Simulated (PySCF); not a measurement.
Two-component Hartree-Fock for Se⁺ (selenium, charge +1)

Start: [Ar] 3d10 4s2 4p2 5s1; 4p3/2 filled at m_j = +1/2, +3/2; 5s1/2 filled at m_j = +1/2. Calculated with PySCF 2.14 in x2c-TZVPall-2c with one added diffuse shell each of s, p, d type (7s8p5d1f, 63 functions): generalised Hartree-Fock with the X2C-1e Hamiltonian and a Gaussian nucleus; one run each with spin-orbit coupling (SO) switched off, then screened by Boettger's factors. This is a chosen level, not necessarily the ground level.

```csv
spinor shell,electrons,"ε, spin-free (eV)","ε, screened SO (eV)",weight of nominal j (screened SO),"rms radius, screened SO (bohr)"
1s1/2,2,-12753.8,-12753.5,1.000,0.0508
2s1/2,2,-1712.6,-1712.5,1.000,0.212
2p1/2,2,-1503.1,-1531.7,1.000,0.187
2p3/2,4,-1503.1,-1489.4,1.000,0.190
3s1/2,2,-266.75,-266.77,1.000,0.612
3p1/2,2,-198.79,-203.04,0.998,0.629
3p3/2,4,-198.79,-196.79,0.999,0.639
3d3/2,4,-86.522,-87.124,0.977,0.692
3d5/2,6,-86.522,-86.163,0.985,0.695
4s1/2,2,-36.328,-36.347,0.999,1.84
4p3/2,2,-24.954,-24.887,0.753,2.18
5s1/2,1,-8.927,-8.926,0.998,4.65
```

```
   quantity    spin-free  screened SO
E (hartree)  -2427.25080  -2427.36160
        M_J          5/2          5/2
       ⟨J²⟩        8.774        8.770
       ⟨L²⟩        2.022        2.132
       ⟨S²⟩        3.752        3.676
```

Each row is a mean over spinors that exchange with the open shell spreads, by up to 6.054 eV (4s1/2).

Rows whose weight is well below 1 are mixtures of j = l ± 1/2: exchange outweighs spin-orbit coupling there, and the label is only the starting occupation.

Without spin-orbit coupling the j labels of p, d and f shells carry no meaning; the spin-free column gives the mean over the occupied spinors of each nl shell.
